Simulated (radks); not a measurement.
Values are calculated unless marked as measured or tabulated.
Problem. These are the eigenvalues of the occupied orbitals of an atom or ion with whole-number occupations (hartree). Level of theory: non-relativistic Kohn-Sham, LB94 model potential, spin-polarised, spherical densities, point nucleus (a radial shooting solver on a logarithmic mesh with Libxc functionals).

orbital  eigenvalue
1s up     -644.3516
1s down   -644.3505
2s up     -88.70407
2s down   -88.70249
2p up     -81.47977
2p down   -81.47899
3s up     -14.98632
3s down   -14.98278
3p up     -12.25096
3p down   -12.24747
3d up      -7.25519
3d down    -7.25159
4s down    -2.37220
4s up      -2.36858
4p down    -1.63718
4p up      -1.63187
4d up      -0.57384
5s up      -0.51945

Which element is it, and in what charge state? The configuration may be excited. Open shells, if any, are filled with parallel spins first.

Solution. Z = 40, zirconium, charge +1: Zr+ in [Kr] 4d2 5s1. The list shows which subshells hold electrons but not how many an open one holds; the 1s level, -644.35 hartree, gives Z - s = 35.9 by -(Z - s)^2/2, which with screening narrows Z to a few neighbours, and the depths of the outer levels then fix element, charge and occupations together.
